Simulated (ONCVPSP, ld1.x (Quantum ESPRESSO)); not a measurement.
Potentials for O (Z = 8) compared

Generated with ld1.x 7.5 (TM, RRKJ, ultrasoft, PAW), atompaw 4.2 or ONCVPSP 4.0.1. The cutoff is in Ry: for ld1.x and atompaw files where the sum of valence levels is converged to 10 mRy in a Bessel basis, for ONCV files where the hardest occupied wave has 1 mHa per electron of residual kinetic energy. The error is the largest all-electron minus pseudo excitation energy over each file’s own four to seven test configurations (ionisations up to +4, promotions, holes and added fractions of an electron), all of which were solved. The labels leave out finer settings (local radius, basis sizes, second energies), which also bear on the numbers. Spin-polarised tests are not counted. The rows are a selection from randomly drawn settings: files with unsolved tests, undetermined cutoffs or missed reference levels are left out.

| potential | cutoff (Ry) | largest error (meV) | bound ghosts |
| --- | --- | --- | --- |
| ONCV, Wu-Cohen, non-relativistic, rc 0.80/1.35/1.45 (spd), local smoothed, core correction no, reference 2s1 2p5, qcut 9.1/11.3/5.8, projectors 2/1/2 | 84 | +449 | none |
| ONCV, LDA (Perdew-Wang 92), fully relativistic, rc 0.90/1.95/1.55 (spd), local s, core correction no, reference 2s2 2p4, qcut 6/7.4/5.5, projectors 0/3/2 | 369 | +2446 | none |
| ONCV, PBEsol, scalar-relativistic, rc 0.90/1.75 (sp), local smoothed, core correction no, reference 2s2 2p3, qcut 8.5/9.9, projectors 2/2 | 75 | +732 | none |
| TM, PBEsol, non-relativistic, rc 0.55/1.35/1.30 (spd), local smoothed, core correction yes, reference 2s2 2p4 | 260 | +493 | none |
| ONCV, PBE, scalar-relativistic, rc 0.90/1.90 (sp), local smoothed, core correction no, reference 2s2 2p2, qcut 8.3/5.7, projectors 2/1 | 90 | +912 | none |
| ONCV, BLYP, scalar-relativistic, rc 0.85/1.80/1.65 (spd), local s, core correction yes, reference 2s2 2p3, qcut 8/7.8/5, projectors 0/2/2 | 120 | +3265 | none |
| ONCV, PBE, scalar-relativistic, rc 0.75/2.05/1.75 (spd), local smoothed, core correction yes, reference 2s2 2p4, qcut 11/7/5.5, projectors 1/2/2 | 89 | +2857 | none |

(1) Fill in the row for O: ONCV, LDA (Perdew-Wang 92), scalar-relativistic, rc 0.60/2.20/2.00 (spd), local smoothed, core correction no, reference 2s1 2p5, qcut 8.7/5.4/5.2, projectors 1/2/2.

(2) Fill in the row for O: ONCV, PBE, scalar-relativistic, rc 0.40/1.20 (sp), local smoothed, core correction no, reference 1s2 2s2 2p3.5, qcut 28.4/13.9, projectors 3/2.

## Answers

(1) cutoff 1103 Ry, largest error +5497 meV, bound ghosts: none.

(2) cutoff 745 Ry, largest error +39 meV, bound ghosts: none.
